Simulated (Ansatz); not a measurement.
A trace of molecular dynamics of ClH$_{7}$HfO$_{3}$Si$_{2}$ (14 atoms, charge 0, multiplicity 1).

Method: Ansatz, RHF/def2-SVP.

```yaml
ensemble: NVE (velocity Verlet)
starting_velocities_drawn_for: 1000 K
seed: 364067
```

```json
{"time (fs)": "0", "T (K)": "1000", "potential energy less start (eV)": "0.000", "conserved less start (meV/atom)": "0.00"}
{"time (fs)": "4", "T (K)": "694", "potential energy less start (eV)": "0.535", "conserved less start (meV/atom)": "4.34"}
{"time (fs)": "8", "T (K)": "659", "potential energy less start (eV)": "0.552", "conserved less start (meV/atom)": "1.71"}
{"time (fs)": "12", "T (K)": "631", "potential energy less start (eV)": "0.624", "conserved less start (meV/atom)": "3.71"}
{"time (fs)": "16", "T (K)": "660", "potential energy less start (eV)": "0.574", "conserved less start (meV/atom)": "3.39"}
{"time (fs)": "20", "T (K)": "549", "potential energy less start (eV)": "0.739", "conserved less start (meV/atom)": "2.80"}
{"time (fs)": "24", "T (K)": "365", "potential energy less start (eV)": "1.046", "conserved less start (meV/atom)": "4.44"}
{"time (fs)": "28", "T (K)": "547", "potential energy less start (eV)": "0.717", "conserved less start (meV/atom)": "1.01"}
{"time (fs)": "32", "T (K)": "469", "potential energy less start (eV)": "0.888", "conserved less start (meV/atom)": "4.53"}
{"time (fs)": "36", "T (K)": "575", "potential energy less start (eV)": "0.677", "conserved less start (meV/atom)": "1.31"}
{"time (fs)": "40", "T (K)": "469", "potential energy less start (eV)": "0.884", "conserved less start (meV/atom)": "4.28"}
{"time (fs)": "44", "T (K)": "606", "potential energy less start (eV)": "0.654", "conserved less start (meV/atom)": "3.04"}
{"time (fs)": "48", "T (K)": "644", "potential energy less start (eV)": "0.593", "conserved less start (meV/atom)": "2.94"}
{"time (fs)": "52", "T (K)": "520", "potential energy less start (eV)": "0.795", "conserved less start (meV/atom)": "3.60"}
{"time (fs)": "56", "T (K)": "484", "potential energy less start (eV)": "0.824", "conserved less start (meV/atom)": "1.64"}
{"time (fs)": "60", "T (K)": "424", "potential energy less start (eV)": "0.955", "conserved less start (meV/atom)": "4.40"}
{"time (fs)": "64", "T (K)": "654", "potential energy less start (eV)": "0.550", "conserved less start (meV/atom)": "0.90"}
{"time (fs)": "68", "T (K)": "481", "potential energy less start (eV)": "0.868", "conserved less start (meV/atom)": "4.57"}
{"time (fs)": "72", "T (K)": "513", "potential energy less start (eV)": "0.808", "conserved less start (meV/atom)": "3.73"}
{"time (fs)": "76", "T (K)": "661", "potential energy less start (eV)": "0.574", "conserved less start (meV/atom)": "3.45"}
{"time (fs)": "80", "T (K)": "823", "potential energy less start (eV)": "0.316", "conserved less start (meV/atom)": "2.96"}
```

**Question.** Can this run be trusted? Judge the integration.

**Answer.** The conserved energy stayed within 4.9 meV per atom of its start (net change 3 meV per atom), so there is no drift, though single steps change it by up to 48 meV in the whole system, a sign of fast motions only just resolved. Over the second half the temperature averaged 0.57 of the 1000 K drawn at the start: a run that starts near a minimum puts about half its kinetic energy into the potential. A step of 2 fs is long for free X–H stretches (periods near 10 fs) and can bias their spread and the temperature. A run of 0.08 ps of so small a system gives no equilibrium averages. The time step was 2 fs.

Time of the run: 110 s on 4 threads of Arm Neoverse V1, on a shared host, peak memory 0.51 GiB.
